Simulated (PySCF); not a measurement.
PySCF 2.14 output of a UHF calculation on a single atom or ion in ANO-RCC-VTZP (8s7p5d3f2g1h, 104 functions), with the spin-free X2C one-electron Hamiltonian (Gaussian nucleus):

```
SCF conv_tol = 1e-09
number electrons alpha = 35  beta = 28
cycle= 1 E= -11265.9427480596  delta_E= -0.00625  |g|= 0.0267  |ddm|= 0.0481
cycle= 2 E= -11265.9430143014  delta_E= -0.000266  |g|= 0.00741  |ddm|= 0.0201
cycle= 3 E= -11265.9431308993  delta_E= -0.000117  |g|= 0.00489  |ddm|= 0.0221
cycle= 4 E= -11265.9432295537  delta_E= -9.87e-05  |g|= 0.00457  |ddm|= 0.0189
cycle= 5 E= -11265.9433301472  delta_E= -0.000101  |g|= 0.0049  |ddm|= 0.0169
cycle= 6 E= -11265.9429725126  delta_E= 0.000358  |g|= 0.00188  |ddm|= 0.0844
cycle= 7 E= -11265.9429269104  delta_E= 4.56e-05  |g|= 0.000296  |ddm|= 0.0405
cycle= 8 E= -11265.9429267953  delta_E= 1.15e-07  |g|= 7.7e-05  |ddm|= 0.00228
cycle= 9 E= -11265.9429267953  delta_E= 3.27e-11  |g|= 3.92e-05  |ddm|= 0.000528
cycle= 10 E= -11265.9429267962  delta_E= -8.8e-10  |g|= 6.08e-06  |ddm|= 6.9e-05
converged SCF energy = -11265.9429267962  <S^2> = 15.759564  2S+1 = 8.0023906
```

The run itself started from symmetry-adapted Hartree-Fock orbitals and held the occupation by maximum overlap, so the iterations belong to that start.

Task: Which element, charge and spin multiplicity is this?

Result: Gd⁺ (gadolinium, charge +1), multiplicity 8; the state was [Xe] 4f8 5d1, one real determinant (an excited configuration).

⟨L²⟩ = 18.04 against 30 for a pure H term, so this real determinant mixes terms. Spin-orbit coupling, absent here, splits the open shell strongly.
